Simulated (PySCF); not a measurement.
Excitation energy of Sc⁺ by level of theory

Sc⁺ [Ar] 3d1 4s1 (3D) → Sc⁺ [Ar] 4s2 (1S), as a difference of total energies. All numbers are calculated (PySCF 2.14, no relativity, point nucleus, in def2-QZVPPD). Correlated levels: valence: [Ar] frozen. The calculations carry no spin-orbit coupling.

```json
{"method": "UHF", "excitation energy (eV)": "2.240", "difference from reference (eV)": "+0.798"}
{"method": "MP2 (valence)", "excitation energy (eV)": "1.656", "difference from reference (eV)": "+0.214"}
{"method": "SCS-MP2 (valence)", "excitation energy (eV)": "1.459", "difference from reference (eV)": "+0.017"}
{"method": "CCSD (valence)", "excitation energy (eV)": "1.419", "difference from reference (eV)": "-0.023"}
```

Reference: 1.442 eV (measured; NIST levels, between the centres of gravity of the two terms).

These non-relativistic numbers lack the scalar-relativistic shift.

Errors of the correlated levels include the incompleteness of this basis and the frozen core.

With two correlated electrons CCSD is exact in that space.
